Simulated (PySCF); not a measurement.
**Two-component Hartree-Fock for Pd³⁶⁺ (palladium, charge +36)**

Start: [Ne]. Calculated with PySCF 2.14 in an uncontracted even-tempered set (17 s from 16 bohr⁻², ratio 2.4; 12 p from 20 bohr⁻², ratio 2.4; 5 d from 79 bohr⁻², ratio 2.6; 4 f from 120 bohr⁻², ratio 2.6): generalised Hartree-Fock with the X2C-1e Hamiltonian and a Gaussian nucleus; one run each with spin-orbit coupling (SO) switched off, then screened by Boettger's factors.

```json
{"spinor shell": "1s1/2", "electrons": "2", "ε, spin-free (eV)": "-26663.5", "ε, screened SO (eV)": "-26662.3", "weight of nominal j (screened SO)": "1.000", "rms radius, screened SO (bohr)": "0.0365"}
{"spinor shell": "2s1/2", "electrons": "2", "ε, spin-free (eV)": "-5698.6", "ε, screened SO (eV)": "-5698.3", "weight of nominal j (screened SO)": "1.000", "rms radius, screened SO (bohr)": "0.146"}
{"spinor shell": "2p1/2", "electrons": "2", "ε, spin-free (eV)": "-5336.9", "ε, screened SO (eV)": "-5451.8", "weight of nominal j (screened SO)": "1.000", "rms radius, screened SO (bohr)": "0.127"}
{"spinor shell": "2p3/2", "electrons": "4", "ε, spin-free (eV)": "-5336.9", "ε, screened SO (eV)": "-5284.0", "weight of nominal j (screened SO)": "1.000", "rms radius, screened SO (bohr)": "0.131"}
```

```json
{"quantity": "E (hartree)", "spin-free": "-3939.80277", "screened SO": "-3940.52687"}
{"quantity": "M_J", "spin-free": "0", "screened SO": "0"}
{"quantity": "⟨J²⟩", "spin-free": "0.000", "screened SO": "0.000"}
{"quantity": "⟨L²⟩", "spin-free": "0.000", "screened SO": "0.004"}
{"quantity": "⟨S²⟩", "spin-free": "0.000", "screened SO": "0.004"}
```

Breit and QED terms are absent; they matter most for the inner s and p1/2 levels.

Densities and radii are taken from the X2C orbitals without a picture-change correction, which distorts them close to the nucleus.

Without spin-orbit coupling the j labels of p, d and f shells carry no meaning; the spin-free column gives the mean over the occupied spinors of each nl shell.
